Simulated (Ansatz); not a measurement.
Reaction (substitution at a C–Si bond): `CC([SiH3])[SiH2]F` + HI → `CC([SiH3])I` + `F[SiH3]`

Calculated with Ansatz (gas phase, PBE0-D4/def2-TZVP geometries, no zero-point term in ΔE). CCSD(T)/CBS is the MP2 limit (def2-TZVPP, def2-QZVPP) plus CCSD(T) − MP2 in def2-TZVPP, frozen cores. This one scheme is used for every species. Functionals use def2-TZVPP. B3LYP here is the variant with VWN-RPA as its local correlation; programs differ in this. Elements past krypton have def2 core potentials. For I outer-core shells are correlated without core-valence functions, which leaves a few kJ/mol of doubt a bond. Each species was taken in one conformer, which may not be the lowest.

```json
{"level": "PBE0", "ΔE (kJ/mol)": "49.3"}
{"level": "B3LYP", "ΔE (kJ/mol)": "43.4"}
{"level": "MP2/def2-TZVPP", "ΔE (kJ/mol)": "38.5"}
{"level": "HF/def2-QZVPP", "ΔE (kJ/mol)": "43.2"}
```

(1) What does CCSD(T)/CBS give? (Best estimate.)

Largest T1 diagnostic among the species: 0.011.

Answers

(1) Ansatz gave: +39.0 kJ/mol. The listed levels differ from it by 10.3, 4.4, -0.5, 4.2 kJ/mol.

From PBE to PBE0 (25 % exact exchange), in def2-TZVPP and without D4, ΔE moves by +3.6 kJ/mol.
